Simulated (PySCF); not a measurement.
## I⁺ (iodine, charge +1) across methods

[Kr] 4d10 5s2 5p4, high-spin 3P determinant. All numbers are calculated (PySCF 2.14, the spin-free X2C one-electron Hamiltonian (Gaussian nucleus), in aug-cc-pVQZ-DK3).

| method | E (hartree) | mean ε 5s β (eV) | mean ε 5p α (eV) | mean ε 5p β (eV) | Σ⟨r²⟩ (bohr²) | ⟨S²⟩ |
| --- | --- | --- | --- | --- | --- | --- |
| r2SCAN | -7114.93 | -25.409 | -16.440 | -14.844 | 50.18 | 2.005 |
| M06-2X | -7115.56 | -27.405 | -18.585 | -16.846 | 50.19 | 2.006 |
| wB97X | -7115.20 | -29.502 | -19.545 | -18.106 | 50.24 | 2.002 |
| PBE0 | -7114.58 | -26.715 | -17.326 | -15.758 | 50.20 | 2.004 |
| UHF | -7112.03117 | -29.678 | -20.467 | -18.384 | 50.71 | 2.011 |
| MN15 | -7119.93 | -27.408 | -17.988 | -16.382 | 49.95 | 2.004 |
| PBE | -7114.50 | -25.306 | -15.986 | -14.549 | 50.28 | 2.003 |

(1) Estimate the same row for LDA.

Answers

(1) E (hartree) = -7108.38; mean ε 5s β (eV) = -25.740; mean ε 5p α (eV) = -16.079; mean ε 5p β (eV) = -14.713; Σ⟨r²⟩ (bohr²) = 50.19; ⟨S²⟩ = 2.001.
